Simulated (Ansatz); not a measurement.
C₂H₅Cl₂FOSn, SMILES `CC[O][Sn]([F])([Cl])[Cl]`. Charge 0, multiplicity 1. Sn takes the def2 core potential. All single points use the PBE0-D4/def2-TZVP geometry. It is one conformer, not always the lowest.

```xyz
12

C    -0.928   -1.125   -1.469
C     0.086   -0.635   -0.467
O    -0.449    0.526    0.167
Sn    0.559    1.453    1.519
F    -0.528    2.903    2.056
Cl    0.958    0.140    3.352
Cl    2.525    2.298    0.703
H    -1.127   -0.357   -2.219
H    -0.552   -2.017   -1.977
H    -1.866   -1.377   -0.973
H     1.031   -0.393   -0.969
H     0.291   -1.414    0.278
```

Problem. What is the dipole moment at PBE/def2-TZVPP? (Best estimate.)

Solution. Ansatz gave: 2.73 D, with components (0.51, -2.22, -1.51) D in this frame, pointing from negative to positive charge.

Problem. And with r2SCAN, B3LYP, ωB97M-V? (Estimate.)

Solution. Computed: r2SCAN 2.80 D, B3LYP 2.81 D, ωB97M-V 2.73 D.

Problem. Give the Mulliken charges with PBE, ωB97M-V, B3LYP in def2-TZVPP. (An estimate is asked.)

Solution. Computed: 
```
atom    PBE  ωB97M-V  B3LYP
  C1  -0.24    -0.29  -0.24
  C2  -0.02    -0.04   0.01
  O3  -0.42    -0.48  -0.49
 Sn4   1.22     1.28   1.35
  F5  -0.40    -0.44  -0.44
 Cl6  -0.29    -0.28  -0.31
 Cl7  -0.29    -0.28  -0.31
  H8   0.09     0.11   0.09
  H9   0.08     0.09   0.08
 H10   0.09     0.11   0.09
 H11   0.09     0.11   0.09
 H12   0.09     0.11   0.09
```

B3LYP here is the variant with VWN-RPA as its local correlation; programs differ in this.
